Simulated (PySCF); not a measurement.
Give a GFN2-xTB geometry of `FC(F)=C(F)[C@H]1CO1`.

```
atom  x, y, z in Å
F1     2.457    0.764   -1.512
C2     1.300    0.309   -1.063
F3     0.460    0.095   -2.062
C4     0.999    0.116    0.218
F5     1.933    0.396    1.147
C6    -0.268   -0.413    0.780
C7    -1.587   -0.006    0.266
O8    -1.044   -1.262   -0.002
H9    -0.172   -0.680    1.830
H10   -2.431    0.010    0.946
H11   -1.643    0.674   -0.575
```

Any rigid rotation of these coordinates is as good. Atoms count from 1 in this order. The 3-membered ring C6–C7–O8 has internal angles of 58.0° to 63.8°. Of the pairs four or more bonds apart, F3···O8 is among the closest relative to their van der Waals radii: 2.89 Å, 97 % of the sum of Bondi's values. The C–C distances run from 1.331 Å (C2=C4, drawn double) to 1.484 Å (C4–C6, drawn single), a spread of 0.153 Å. The 3 C–F bonds span 1.322 Å (C2–F3, drawn single) to 1.346 Å (C4–F5, drawn single), a spread of 0.024 Å.

Bonds between heavy atoms (Å): F1–C2 1.322, C2–F3 1.322, C2=C4 1.331, C4–F5 1.346, C4–C6 1.484, C6–C7 1.472, C7–O8 1.395, C6–O8 1.391.

The geometry is computed with GFN2-xTB (gas phase).

Point group: C1 (no symmetry element, even within 0.4 Å). No GFN2-xTB frequencies stand behind this structure, so it isn't proved a minimum. One conformer, not necessarily the lowest (C2–C4–C6–C7 -42°).
